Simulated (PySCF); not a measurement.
Exercise with solution: oscillator strength and radiative lifetime

FH₂MoNO₂, SMILES [Mo]([F])(=[O])([NH2])=[O], multiplicity 1.

Geometry optimised at B3LYP-D3(BJ)/def2-SVP. The spin state was assumed, not searched. The structure was generated by enumeration; whether it is a known compound was not checked. The def2 effective core potentials stand for the cores of Mo; spin–orbit coupling is left out. One conformer was computed; it need not be the lowest.

PySCF with TDDFT-PBE/def2-SVPD puts the first singlet state with f over 0.02 at 5.10 eV (vertical), with the transition dipole (-0.213, 0.677, 0.000) in atomic units.

**Question.** Find the oscillator strength, the wavelength and the radiative lifetime that this transition would have in vacuum if emission retraced absorption.

**Answer.** 
|μ|² = 0.5037 au, so |μ| = 1.80 D. ΔE = 5.10/27.211 = 0.1874 hartree. f = (2/3) ΔE |μ|² = 0.063 (the program prints 0.063).
λ = 1239.84/5.10 = 243 nm; ν = 41134 cm⁻¹.
Einstein's coefficient A = 0.6670 ν² f s⁻¹ (ν in cm⁻¹) = 7.1e7 s⁻¹, so τ = 1/A = 14 ns. This state is S4; the lower singlets have f = 0.000, 0.000, 0.006. The figure is the radiative limit of this one transition; relaxation, internal conversion, crossing to triplets and a medium change what is measured.
